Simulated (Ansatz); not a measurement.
Gas-phase electronic energies from Ansatz, PBE0-D4/def2-TZVP geometries. CBS: MP2 limit from def2 TZ/QZ plus the TZ coupled-cluster correction, frozen cores. DFT in def2-TZVPP. Each species was taken in one conformer, which may not be the lowest.

Reaction (isomerisation): `NC1CO[SiH2]1` → `CN([SiH3])C=O`

| level | ΔE (kJ/mol) | difference from CCSD(T)/CBS |
| --- | --- | --- |
| PBE0-D4 | -46.0 | -1.7 |
| BHLYP-D4 | -56.7 | -12.4 |
| ωB97M-V | -45.2 | -0.9 |
| B2PLYP | -61.8 | -17.5 |
| PBE-QIDH | -42.2 | 2.1 |
| RPA@PBE/def2-TZVPP | -53.5 | -9.2 |
| CCSD/def2-SVP | -85.2 | -40.9 |
| HF/def2-TZVPP | -68.5 | -24.2 |
| HF/def2-QZVPP | -67.8 | -23.5 |
| SCS-MP2/def2-QZVPP | -49.5 | -5.2 |
| CCSD(T)/CBS | -44.3 | 0 |

Largest T1 diagnostic among the species: 0.015.

From r2SCAN to r2SCAN0 (25 % exact exchange), in def2-TZVPP and without D4, ΔE moves by +10.2 kJ/mol. At CCSD(T), def2-SVP lies −45.8 kJ/mol from the extrapolated value and def2-TZVPP −6.7 kJ/mol.

CCSD(T)/CBS has its own doubt, a few kJ/mol and more with outer-core shells, so smaller differences from it don't rank the levels.
